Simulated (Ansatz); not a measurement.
Reaction (hydrogenolysis of the In–C bond): `N#[C][InH2]` + H₂ → `[InH3]` + `C#N`

Calculated with Ansatz (gas phase, PBE0-D4/def2-TZVP geometries, no zero-point term in ΔE). CCSD(T)/CBS is the MP2 limit (def2-TZVPP, def2-QZVPP) plus CCSD(T) − MP2 in def2-TZVPP, frozen cores. This one scheme is used for every species. DFT in def2-TZVPP. Elements past krypton have def2 core potentials. For In outer-core shells are correlated without core-valence functions, which leaves a few kJ/mol of doubt a bond.

```json
{"level": "PBE0-D4", "ΔE (eV)": "0.29"}
{"level": "r2SCAN0-D4", "ΔE (eV)": "0.32"}
{"level": "HF/def2-QZVPP", "ΔE (eV)": "0.25"}
{"level": "MP2/def2-QZVPP", "ΔE (eV)": "0.45"}
```

(1) What does CCSD(T)/CBS give? (Best estimate.)

Largest T1 diagnostic among the species: 0.015.

Answers

(1) Computed: +0.38 eV. The listed levels differ from it by -0.09, -0.06, -0.13, 0.07 eV.

Leaving LDA and LC-ωPBE aside and taking each functional with its dispersion term where it has one, the values, not all of them listed here, spread over 0.14 eV, from B97M-V to PBE-QIDH. LDA lies −0.07 eV from PBE without D4. In def2-TZVPP, CCSD(T) changes the Hartree–Fock value by +0.13 eV (the triples alone add +0.04 eV) and MP2 by +0.21 eV. The D4 term adds +0.04 eV with B3LYP and +0.02 eV with PBE0; it sums over pairs of atoms, weighted by their polarisabilities, and B3LYP, whose exchange is more repulsive, gets the larger term.

B3LYP here is the variant with VWN-RPA as its local correlation; programs differ in this.
